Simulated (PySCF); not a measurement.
A PySCF script (with the pyscf-properties extension) for the NMR shieldings of `C=N[C@@H]1[BH2-][N+](C)(C)[C@H]1C`, C$_{6}$H$_{15}$BN$_{2}$, on a GFN2-xTB geometry:

```python
import basis_set_exchange as bse
import numpy as np
from pyscf import gto, dft
from pyscf.prop import nmr

atoms = """
C     3.359119   -0.195559    0.088354
N     2.162153    0.117085    0.299354
C     1.094680   -0.649285   -0.219393
B     0.217974    0.150285   -1.382442
N    -0.766859    0.582917   -0.142634
C    -2.207363    0.558549   -0.344317
C    -0.368818    1.871426    0.413871
C    -0.153613   -0.516230    0.662692
C    -0.964954   -1.796066    0.727314
H     4.137335    0.454452    0.461799
H     3.678387   -1.087498   -0.461995
H     1.379912   -1.688200   -0.433568
H     0.703173    1.090005   -1.909908
H    -0.363307   -0.590014   -2.102666
H    -2.480508    1.375892   -1.011350
H    -2.505483   -0.373167   -0.816310
H    -2.745723    0.677619    0.600463
H    -0.620044    2.664876   -0.288394
H    -0.875454    2.056625    1.365906
H     0.709028    1.860022    0.565752
H     0.053472   -0.168269    1.681787
H    -1.909804   -1.651876    1.248378
H    -0.388339   -2.539451    1.274183
H    -1.156698   -2.184371   -0.269321
"""
names = dict.fromkeys(["C", "N", "B", "H"], "pcSseg-1")
basis = {el: gto.basis.parse(bse.get_basis(n, elements=[el], fmt="nwchem")) for el, n in names.items()}
mol = gto.M(atom=atoms, basis=basis, charge=0, verbose=0)
mf = dft.RKS(mol, xc="PBE0")
mf.grids.level = 2
mf.grids.alignment = dft.numint.BLKSIZE   # the property module wants whole blocks of grid points
mf.conv_tol = 1e-9
mf.kernel()

calc = nmr.RKS(mf)   # GIAO
C = mf.mo_coeff
Co = C[:, mf.mo_occ > 0]
resp = mf.gen_response(singlet=True, hermi=2)
def vind(x):   # induced exchange potential for any number of trial vectors
    d = np.einsum("pi,xij,qj->xpq", C, 2 * x.reshape(-1, C.shape[1], Co.shape[1]), Co, optimize=True)
    return np.einsum("xpq,pi,qj->xij", resp(d - d.transpose(0, 2, 1)), C, Co, optimize=True).ravel()
mo1, _ = nmr.rhf.solve_mo1(calc, with_cphf=vind)
sigma = calc.kernel(mo1)
for i, s in enumerate(sigma):   # ppm
    print("%2d %-2s %9.2f" % (i, mol.atom_pure_symbol(i), np.trace(s) / 3))
```

Question: What does it print?

Answer: 
```
 0 C      43.17
 1 N    -160.00
 2 C     120.41
 3 B     108.05
 4 N     215.86
 5 C     140.75
 6 C     132.97
 7 C     115.02
 8 C     169.15
 9 H      24.88
10 H      24.36
11 H      28.79
12 H      29.29
13 H      28.74
14 H      29.44
15 H      29.00
16 H      29.66
17 H      29.35
18 H      29.68
19 H      26.18
20 H      28.21
21 H      30.35
22 H      30.42
23 H      29.96
```

These numbers come from an equivalent density-fitted implementation of the same equations, which agrees with the script to about 0.01 ppm for H and up to a few tenths of a ppm for heavy atoms, so last digits may differ.

Size and cost of the density-fitted run: 228 basis functions, 71 s wall time on 1 thread of an Arm Neoverse V1, shared host; peak memory 0.97 GiB.
